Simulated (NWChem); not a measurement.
System: C$_{3}$H$_{7}$NS; SMILES C/N=C/CS

Here is an NWChem input.

```
start job
memory heap 200 mb stack 900 mb global 1100 mb
geometry units angstroms noautoz
  C      0.445045    -2.746465    -0.061827
  N     -0.146375    -1.529944     0.441508
  C     -0.331758    -0.560955    -0.369781
  C     -0.902982     0.744667     0.094224
  S      0.352801     2.087465    -0.031185
  H      1.368811    -2.973641     0.512782
  H     -0.244790    -3.597771     0.123341
  H      0.699283    -2.724188    -1.150768
  H     -0.035724    -0.610465    -1.450199
  H     -1.286097     0.650137     1.128583
  H     -1.726292     1.080399    -0.569772
  H      1.224610     1.528974     0.855174
end
basis spherical
  C library 6-31g*
  N library 6-31g*
  S library 6-31g*
  H library 6-31g*
end
dft
  xc m06-2x
  grid fine
  iterations 150
  mulliken
end
task dft gradient
```

Excerpt of the output:

```
             Northwest Computational Chemistry Package (NWChem) 7.3.0
             --------------------------------------------------------

 C1  symmetry detected

                             Geometry "geometry" -> ""
                             -------------------------

 Output coordinates in angstroms (scale by  1.889725989 to convert to a.u.)

  No.       Tag          Charge          X              Y              Z
 ---- ---------------- ---------- -------------- -------------- --------------
    1 C                    6.0000     0.45318510    -2.75925258    -0.06957203
    2 N                    7.0000    -0.15937011    -1.54796036     0.42093216
    3 C                    6.0000    -0.31356015    -0.57172031    -0.38818907
    4 C                    6.0000    -0.90448463     0.72904958     0.06463789
    5 S                   16.0000     0.35356314     2.07410370     0.00162961
    6 H                    1.0000     1.35363753    -2.99085200     0.53925897
    7 H                    1.0000    -0.24237613    -3.61286279     0.08017976
    8 H                    1.0000     0.75054014    -2.72672370    -1.14727680
    9 H                    1.0000     0.02531100    -0.61101517    -1.45637103
   10 H                    1.0000    -1.32834853     0.62465391     1.08201319
   11 H                    1.0000    -1.70114248     1.07011548    -0.62851170
   12 H                    1.0000     1.19011705     1.50828743     0.91684810

 Effective nuclear repulsion energy (a.u.)     208.5522345337

                                 NWChem DFT Module
                                 -----------------

 Summary of "ao basis" -> "ao basis" (spherical)
 ------------------------------------------------------------------------------
       Tag                 Description            Shells   Functions and Types
 ---------------- ------------------------------  ------  ---------------------
 C                           6-31g*                  6       14   3s2p1d
 N                           6-31g*                  6       14   3s2p1d
 S                           6-31g*                  8       18   4s3p1d
 H                           6-31g*                  2        2   2s

            General Information
            -------------------
          SCF calculation type: DFT
          Wavefunction type:  closed shell.
          No. of atoms     :    12
          No. of electrons :    48
           Alpha electrons :    24
            Beta electrons :    24
          Charge           :     0
          Spin multiplicity:     1
          Use of symmetry is: off; symmetry adaption is: off
          Maximum number of iterations: 150
          AO basis - number of functions:    88
                     number of shells:    46
          Convergence on energy requested:  1.00D-06
          Convergence on density requested:  1.00D-05
          Convergence on gradient requested:  5.00D-04

              XC Information
              --------------
                       M06-2X Method XC Functional
                     Hartree-Fock (Exact) Exchange  0.540
                        M06-2X Exchange Functional  1.000
                      M06-2X Correlation Potential  1.000

             Grid Information
             ----------------
          Grid used for XC integration:  fine
          Radial quadrature: Mura-Knowles
          Angular quadrature: Lebedev.
          Tag              B.-S. Rad. Rad. Pts. Rad. Cut. Ang. Pts.
          ---              ---------- --------- --------- ---------
          C                   0.70       70          12.0       590
          N                   0.65       70          11.0       590
          S                   1.00      123          13.0       770
          H                   0.35       60          14.0       590
          Grid pruning is: on
          Number of quadrature shells:   823
          Spatial weights used:  Erf1

      Superposition of Atomic Density Guess
      -------------------------------------

 Sum of atomic energies:        -568.21780942

      Non-variational initial energy
      ------------------------------

 Total energy =    -570.859543
 1-e energy   =   -1192.598992
 2-e energy   =     413.187215
 HOMO         =      -0.281095
 LUMO         =      -0.002327

     ---------------------------------------------
      Total Density - Mulliken Population Analysis
     ---------------------------------------------

    Atom       Charge   Shell Charges
 -----------   ------   -------------------------------------------------------
    1 C    6     6.44   2.00  0.71  1.93  0.65  1.11  0.05
    2 N    7     7.62   2.00  0.85  2.45  0.85  1.43  0.03
    3 C    6     5.71   2.00  0.73  1.70  0.49  0.74  0.06
    4 C    6     6.44   2.00  0.70  1.85  0.69  1.18  0.04
    5 S   16    16.26   2.00  2.00  5.98  1.33  3.02  0.52  1.38  0.04
    6 H    1     0.79   0.47  0.32
    7 H    1     0.79   0.47  0.32
    8 H    1     0.81   0.47  0.34
    9 H    1     0.83   0.47  0.36
   10 H    1     0.78   0.47  0.31
   11 H    1     0.76   0.46  0.30
   12 H    1     0.76   0.40  0.36

   convergence    iter        energy       DeltaE   RMS-Dens  Diis-err
 ---------------- ----- ----------------- --------- --------- ---------
 d= 0,ls=0.0,diis     1   -571.2462414774 -7.80D+02  9.67D-03  4.49D-01
 d= 0,ls=0.0,diis     2   -571.2544151838 -8.17D-03  5.49D-03  5.26D-01
 d= 0,ls=0.0,diis     3   -571.3102475056 -5.58D-02  1.24D-03  2.72D-02
 d= 0,ls=0.0,diis     4   -571.3132559815 -3.01D-03  5.08D-04  2.42D-03
 d= 0,ls=0.0,diis     5   -571.3135609063 -3.05D-04  1.28D-04  1.18D-04
  Resetting Diis
 d= 0,ls=0.0,diis     6   -571.3135782241 -1.73D-05  4.34D-05  1.32D-05
 d= 0,ls=0.0,diis     7   -571.3135799124 -1.69D-06  2.13D-05  1.42D-06
 d= 0,ls=0.0,diis     8   -571.3135798997  1.27D-08  9.44D-06  1.72D-06

         Total DFT energy =     -571.313579899688
      One electron energy =    -1196.379883215035
           Coulomb energy =      467.835629164278
    Exchange-Corr. energy =      -51.321560382638
 Nuclear repulsion energy =      208.552234533706

 Numeric. integr. density =       47.999998837313

                       DFT Final Molecular Orbital Analysis
                       ------------------------------------

 Vector   22  Occ=2.000000D+00  E=-3.477919D-01
              MO Center= -4.3D-02, -7.5D-01,  4.4D-02, r^2= 4.1D+00
   Bfn.  Coefficient  Atom+Function         Bfn.  Coefficient  Atom+Function
  ----- ------------  ---------------      ----- ------------  ---------------
    17      0.315812   2 N  px               31      0.281335   3 C  px
    21      0.223180   2 N  px               35      0.202894   3 C  px
    64      0.193302   5 S  py               63      0.177489   5 S  px
     3     -0.152704   1 C  px               65     -0.151365   5 S  pz
    45     -0.140454   4 C  px               76     -0.140542   6 H  s

 Vector   23  Occ=2.000000D+00  E=-3.224582D-01
              MO Center= -8.9D-02, -1.3D+00,  2.2D-01, r^2= 2.5D+00
   Bfn.  Coefficient  Atom+Function         Bfn.  Coefficient  Atom+Function
  ----- ------------  ---------------      ----- ------------  ---------------
    19      0.469030   2 N  pz               23      0.361726   2 N  pz
    20      0.271625   2 N  s                82      0.217459   9 H  s
    80      0.192009   8 H  s                48     -0.154982   4 C  s
    33     -0.144366   3 C  pz                5     -0.141372   1 C  pz
    17     -0.141031   2 N  px               16      0.134504   2 N  s

 Vector   24  Occ=2.000000D+00  E=-2.975798D-01
              MO Center=  2.5D-01,  1.7D+00,  3.6D-02, r^2= 2.6D+00
   Bfn.  Coefficient  Atom+Function         Bfn.  Coefficient  Atom+Function
  ----- ------------  ---------------      ----- ------------  ---------------
    65      0.475564   5 S  pz               64      0.349787   5 S  py
    69      0.301086   5 S  pz               63     -0.295289   5 S  px
    68      0.226831   5 S  py               67     -0.186476   5 S  px
    61     -0.178370   5 S  pz               60     -0.130861   5 S  py
    84     -0.127327  10 H  s                17      0.120000   2 N  px

 Vector   25  Occ=0.000000D+00  E= 2.838014D-02
              MO Center= -1.4D-01, -3.1D-01, -3.3D-02, r^2= 4.0D+00
   Bfn.  Coefficient  Atom+Function         Bfn.  Coefficient  Atom+Function
  ----- ------------  ---------------      ----- ------------  ---------------
    35     -0.434686   3 C  px               21      0.425432   2 N  px
    17      0.347243   2 N  px               67     -0.346020   5 S  px
    31     -0.343240   3 C  px               68     -0.293832   5 S  py
    48     -0.260721   4 C  s                50     -0.236065   4 C  py
    64     -0.225024   5 S  py               36     -0.203871   3 C  py

 Vector   26  Occ=0.000000D+00  E= 7.122533D-02
              MO Center=  2.3D-01,  1.5D+00,  9.9D-02, r^2= 4.1D+00
   Bfn.  Coefficient  Atom+Function         Bfn.  Coefficient  Atom+Function
  ----- ------------  ---------------      ----- ------------  ---------------
    88      1.043960  12 H  s                48     -0.937600   4 C  s
    67     -0.827215   5 S  px               69     -0.468757   5 S  pz
    63     -0.324367   5 S  px               86      0.321996  11 H  s
    84      0.278830  10 H  s                50     -0.269582   4 C  py
    20     -0.223388   2 N  s                37      0.220789   3 C  pz

 Vector   27  Occ=0.000000D+00  E= 1.203416D-01
              MO Center=  3.6D-01,  1.4D+00,  2.6D-01, r^2= 3.8D+00
   Bfn.  Coefficient  Atom+Function         Bfn.  Coefficient  Atom+Function
  ----- ------------  ---------------      ----- ------------  ---------------
    66      1.259070   5 S  s                88     -1.242590  12 H  s
    48     -0.970355   4 C  s                68     -0.949420   5 S  py
    50     -0.578469   4 C  py               69      0.531565   5 S  pz
    49     -0.490409   4 C  px               62      0.312217   5 S  s
    86      0.256949  11 H  s                64     -0.248227   5 S  py

     ---------------------------------------------
      Total Density - Mulliken Population Analysis
     ---------------------------------------------

    Atom       Charge   Shell Charges
 -----------   ------   -------------------------------------------------------
    1 C    6     6.36   2.00  0.66  2.07  0.62  0.96  0.05
    2 N    7     7.32   2.00  0.80  2.37  0.86  1.25  0.04
    3 C    6     5.94   2.00  0.69  1.98  0.46  0.75  0.06
    4 C    6     6.51   2.00  0.66  2.05  0.70  1.07  0.04
    5 S   16    16.07   2.00  2.00  5.97  1.34  3.01  0.52  1.17  0.06
    6 H    1     0.82   0.52  0.30
    7 H    1     0.82   0.52  0.30
    8 H    1     0.86   0.52  0.34
    9 H    1     0.85   0.52  0.34
   10 H    1     0.78   0.51  0.27
   11 H    1     0.79   0.51  0.28
   12 H    1     0.88   0.49  0.39

     -------------------------------------------
      Total Density - Lowdin Population Analysis
     -------------------------------------------

    Atom       Charge   Shell Charges
 -----------   ------   -------------------------------------------------------
    1 C    6     6.30   1.99  0.55  1.87  0.44  1.36  0.09
    2 N    7     7.16   1.99  0.71  2.22  0.56  1.59  0.08
    3 C    6     6.07   1.99  0.55  1.80  0.41  1.20  0.13
    4 C    6     6.35   1.99  0.56  1.87  0.45  1.41  0.08
    5 S   16    16.04   2.00  1.99  5.90  1.09  2.77  0.60  1.63  0.07
    6 H    1     0.86   0.49  0.37
    7 H    1     0.86   0.49  0.37
    8 H    1     0.89   0.50  0.40
    9 H    1     0.89   0.49  0.40
   10 H    1     0.84   0.49  0.36
   11 H    1     0.84   0.49  0.36
   12 H    1     0.89   0.48  0.41

     Multipole analysis of the density
     ---------------------------------

     L   x y z        total         alpha         beta         nuclear
     -   - - -        -----         -----         ----         -------
     0   0 0 0     -0.000000    -24.000000    -24.000000     48.000000

     1   1 0 0     -0.015895     -0.007947     -0.007947     -0.000000
     1   0 1 0     -0.492010     -0.246005     -0.246005     -0.000000
     1   0 0 1     -0.267237     -0.133619     -0.133619     -0.000000

     2   2 0 0    -27.346723    -44.810262    -44.810262     62.273802
     2   1 1 0     -1.402694      4.679259      4.679259    -10.761212
     2   1 0 1      1.685679      0.368534      0.368534      0.948612
     2   0 2 0    -30.216871   -318.740833   -318.740833    607.264794
     2   0 1 1      1.582465     -2.353016     -2.353016      6.288497
     2   0 0 2    -29.200805    -29.490783    -29.490783     29.780761

            General Information
            -------------------
          SCF calculation type: DFT
          Wavefunction type:  closed shell.
          No. of atoms     :    12
          No. of electrons :    48
           Alpha electrons :    24
            Beta electrons :    24
          Charge           :     0
          Spin multiplicity:     1
          Use of symmetry is: off; symmetry adaption is: off
          Maximum number of iterations: 150
          AO basis - number of functions:    88
                     number of shells:    46
          Convergence on energy requested:  1.00D-06
          Convergence on density requested:  1.00D-05
          Convergence on gradient requested:  5.00D-04

              XC Information
              --------------
                       M06-2X Method XC Functional
                     Hartree-Fock (Exact) Exchange  0.540
                        M06-2X Exchange Functional  1.000
                      M06-2X Correlation Potential  1.000

             Grid Information
             ----------------
          Grid used for XC integration:  fine
          Radial quadrature: Mura-Knowles
          Angular quadrature: Lebedev.
          Tag              B.-S. Rad. Rad. Pts. Rad. Cut. Ang. Pts.
          ---              ---------- --------- --------- ---------
          C                   0.70       70          12.0       590
          N                   0.65       70          11.0       590
          S                   1.00      123          13.0       770
          H                   0.35       60          14.0       590
          Grid pruning is: on
          Number of quadrature shells:   823
          Spatial weights used:  Erf1

          Convergence Information
          -----------------------
          Convergence aids based upon iterative change in
          total energy or number of iterations.
          Levelshifting, if invoked, occurs when the
          HOMO/LUMO gap drops below (HL_TOL):  1.00D-02
          DIIS, if invoked, will attempt to extrapolate
          using up to (NFOCK): 10 stored Fock matrices.

[...]

                         DFT ENERGY GRADIENTS

    atom               coordinates                        gradient
                 x          y          z           x          y          z
   1 C       0.856396  -5.214231  -0.131472   -0.005885   0.012086   0.004728
   2 N      -0.301166  -2.925221   0.795446    0.003971  -0.016112   0.009111
   3 C      -0.592543  -1.080395  -0.733571   -0.007268   0.015049   0.001248
   4 C      -1.709228   1.377704   0.122148    0.007979  -0.003971  -0.002534
   5 S       0.668137   3.919488   0.003080   -0.002656   0.007752  -0.007492
   6 H       2.558004  -5.651891   1.019052    0.008231  -0.003790   0.005634
   7 H      -0.458024  -6.827321   0.151518   -0.005362  -0.009056   0.001684
   8 H       1.418315  -5.152761  -2.168039    0.003316  -0.000796  -0.010468
   9 H       0.047831  -1.154651  -2.752142    0.003611   0.000222  -0.011702
  10 H      -2.510215   1.180425   2.044708   -0.004678  -0.001241   0.009656
  11 H      -3.214693   2.022225  -1.187715   -0.006965   0.003904  -0.006424
  12 H       2.248995   2.850250   1.732592    0.005707  -0.004048   0.006560
```

Level: M06-2X/6-31G* (spherical d). Geometry: optimised at PBE-D3(BJ)/def2-SVP. No frequency run checked for a minimum.
